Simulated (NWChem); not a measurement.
Molecule: C₂H₇BO; SMILES O(B)CC

```xyz
11

B     -0.2421     1.8099    -0.2121
H     -0.0409     1.8613    -1.4104
H     -0.6979     2.7382     0.4138
O      0.0420     0.6955     0.4732
C      0.5674    -0.4735    -0.1271
C     -0.4120    -1.6181    -0.0077
H      0.8147    -0.2709    -1.1843
H      1.5064    -0.7159     0.3972
H     -1.3360    -1.4073    -0.5672
H      0.0297    -2.5430    -0.4081
H     -0.6807    -1.7904     1.0451
```
Atoms are numbered in this order, from 1.

Coordinates come from a PBE0/def2-SVP optimisation.

Q: Give the principal values of the shielding tensors (ppm) of B1, O4, C5, C6 from B3LYP/6-31G* (spherical d), GIAO (NWChem), with their diamagnetic and paramagnetic parts as GIAO splits them.

A: 
```json
[
 {"atom": "B1", "σ11": "46.4", "σ22": "60.6", "σ33": "104.0", "isotropic": "70.3", "diamagnetic": "199.4", "paramagnetic": "-129.0"},
 {"atom": "O4", "σ11": "-79.1", "σ22": "92.5", "σ33": "336.5", "isotropic": "116.6", "diamagnetic": "387.7", "paramagnetic": "-271.1"},
 {"atom": "C5", "σ11": "88.7", "σ22": "103.8", "σ33": "169.4", "isotropic": "120.6", "diamagnetic": "245.4", "paramagnetic": "-124.7"},
 {"atom": "C6", "σ11": "156.0", "σ22": "169.1", "σ33": "187.0", "isotropic": "170.7", "diamagnetic": "249.3", "paramagnetic": "-78.6"}
]
```
